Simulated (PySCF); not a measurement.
Cartesian coordinates in Å; atom numbers follow the order of the lines, from 1:
```xyz
20

C     3.157   -0.952   -1.040
C     2.365   -0.052   -0.471
C     0.921   -0.227   -0.355
N     0.411   -1.344   -0.856
N    -0.854   -1.605   -0.809
C    -1.710   -0.763   -0.255
C    -3.154   -1.130   -0.238
C    -1.241    0.437    0.295
F    -2.126    1.289    0.858
C     0.103    0.750    0.264
C     0.629    2.023    0.844
H     4.221   -0.802   -1.115
H     2.749   -1.862   -1.445
H     2.773    0.862   -0.064
H    -3.739   -0.378   -0.765
H    -3.519   -1.176    0.787
H    -3.283   -2.096   -0.716
H    -0.183    2.613    1.263
H     1.127    2.612    0.074
H     1.349    1.811    1.633
```

[PySCF: shielding tensors at PBE0/pcSseg-1 (GIAO); structure optimised with GFN2-xTB; relativity neglected; one conformer; no solvent; rapidly exchanging positions averaged]

Referencing at the same level of theory: TMS for $^{13}$C (186.93 ppm) and $^{1}$H (31.72 ppm); NH3 for $^{15}$N (267.73 ppm); CFCl3 for $^{19}$F (170.95 ppm).

```
      atoms   nucleus  count  Hirshfeld charge  δ (ppm)
        H14   $^{1}$H      1              0.05     7.07
        H13   $^{1}$H      1              0.05        ?
         C1  $^{13}$C      1             -0.07    131.7
         F9  $^{19}$F      1             -0.06   -138.5
         C7  $^{13}$C      1             -0.12     20.2
H18/H19/H20   $^{1}$H      3              0.05        ?
         C2  $^{13}$C      1             -0.06        ?
        C11  $^{13}$C      1             -0.11      9.7
         N4  $^{15}$N      1             -0.10    438.8
         C3  $^{13}$C      1              0.05        ?
        C10  $^{13}$C      1              0.00    124.0
         C8  $^{13}$C      1              0.09    170.5
         N5  $^{15}$N      1             -0.11        ?
H15/H16/H17   $^{1}$H      3              0.05     2.93
        H12   $^{1}$H      1              0.05     6.12
         C6  $^{13}$C      1              0.05    151.3
```

Fill in the missing shifts.

Answers


- C3: 160.1 ppm, substituted aromatic carbon next to a ring nitrogen
- C2: 135.3 ppm, alkene CH; as expected for a trigonal carbon in a double bond
- H13: 8.00 ppm, hydrogen on a terminal =CH2 carbon; attached to an sp2 carbon and in the plane of the double bond
- H18/H19/H20: 2.37 ppm, hydrogen on a methyl carbon on an aromatic ring; benzylic-type position, deshielded by the ring
- N5: 453.3 ppm, pyridine-type ring nitrogen

Shifts are as computed. Against solution values, carbons near 30 ppm lie about +3 ppm off and those near 130 ppm about +5 ppm. Of 1211 compounds with measured shifts, 218 miss one by over three times the rms of a fit or turn the order of signals round; such compounds aren't used in these exercises. Unscaled 19F shifts against computed CFCl3 carry errors that often reach 10 to 50 ppm. Experimental scales use liquid or dissolved standards, which lie at an offset from isolated NH3 (liquid NH3: subtract about 20 ppm). Unscaled 15N shifts of sp2 nitrogen come out 20 to 40 ppm too high even then.
